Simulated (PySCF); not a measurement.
NMR data simulated for an unnamed compound:

$^{1}$H NMR (300 MHz, computed): δ 4.24 (q, J = 7.9 Hz, 2H), 1.33 (t, J = 7.9 Hz, 3H).

$^{13}$C{$^{1}$H} NMR (computed): δ 163.6 (C, q, J = 47.2 Hz), 119.4 (C, q, J = 353.4 Hz), 63.4 (CH2), 14.9 (CH3).

[PySCF: spin–spin couplings from B3LYP/pcJ-1 (spin–dipole term only in couplings to heteroatoms); PBE0-D3(BJ)/def2-SVP structure; PBE0/pcSseg-1 with gauge-including orbitals; no solvent; non-relativistic Hamiltonian; one conformer; fast rotation and ring inversion assumed for equivalent nuclei]

Referencing at the same level of theory: $^{1}$H (σref 31.27), $^{13}$C (σref 184.41) against TMS.

Which of these does the molecule contain: an ester, a CH3CH2 unit, a carboxylic acid, a CF3 group, an amide, an OH group?

## Answers


- An ester: yes (δC 163.6).
- A CH3CH2 unit: yes (δC 14.9, 63.4; δH 1.33 (t), 4.24 (q)).
- A carboxylic acid: no.
- A CF3 group: yes (δC 119.4).
- An amide: no.
- An OH group: no.

The data belong to SMILES CCOC(=O)C(F)(F)F, C4H5F3O2; they needn't prove each group on their own.

Carbon signals by region: 1 in the far downfield region (above 160 ppm), 1 in the sp2 and nitrile region (100–160 ppm), 1 at 50–100 ppm, 1 below 50 ppm. Above 160 ppm: 163.6, ester carbonyl carbon.

C–F couplings over four or more bonds (about 3 Hz to the para carbon of a fluoroarene) are left out. Common functionals overestimate the size of one-bond C–F couplings by tens of Hz; these are unscaled. Splittings below 1 Hz are ignored in the labels, and close J values are merged. Unscaled 3J(H,H) at this level run about 10 % above measured values. Shifts are as computed. Against solution values, carbons near 30 ppm lie about +2 ppm off and those near 130 ppm about +5 ppm. Of 1211 compounds with measured shifts, 218 miss one by over three times the rms of a fit or turn the order of signals round; such compounds aren't used in these exercises.
